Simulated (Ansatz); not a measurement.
Consider the formal hydrolysis of the Si–C bond: `C[SiH2]C[SiH2]Cl` + H₂O → `C[SiH2]O` + `C[SiH2]Cl`.

Program: Ansatz. Geometries: PBE0-D4/def2-TZVP. ΔE: electronic, gas phase. CCSD(T)/CBS adds triple-zeta CCSD(T) − MP2 to the extrapolated MP2 energy (def2 sets, frozen cores). This one scheme is used for every species. Functionals use def2-TZVPP. B3LYP here is the variant with VWN-RPA as its local correlation; programs differ in this. One conformer a species, not always the lowest.

```tsv
level	ΔE (kcal/mol)	difference from CCSD(T)/CBS
PBE-D4	-18.4	1.3
PBE0-D4	-18.8	0.9
B3LYP-D4	-21.2	-1.5
ωB97X-V	-20.9	-1.2
ωB97M-V	-20.7	-1.0
r2SCAN	-21.5	-1.8
PBE0	-20.2	-0.5
HF/def2-TZVPP	-26.0	-6.3
MP2/def2-TZVPP	-20.1	-0.4
SCS-MP2/def2-TZVPP	-21.4	-1.7
CCSD/def2-TZVPP	-20.9	-1.2
CCSD(T)/def2-TZVPP	-20.1	-0.4
HF/def2-QZVPP	-26.1	-6.4
MP2/def2-QZVPP	-19.9	-0.2
SCS-MP2/def2-QZVPP	-21.3	-1.6
HF/CBS(def2)	-26.2	-6.5
CCSD(T)/CBS	-19.7	0
```

Largest T1 diagnostic among the species: 0.010.

In def2-TZVPP, CCSD(T) changes the Hartree–Fock value by +5.9 kcal/mol (the triples alone add +0.8 kcal/mol) and MP2 by +5.9 kcal/mol. The D4 term adds +2.4 kcal/mol with B3LYP and +1.4 kcal/mol with PBE0; it sums over pairs of atoms, weighted by their polarisabilities, and B3LYP, whose exchange is more repulsive, gets the larger term.
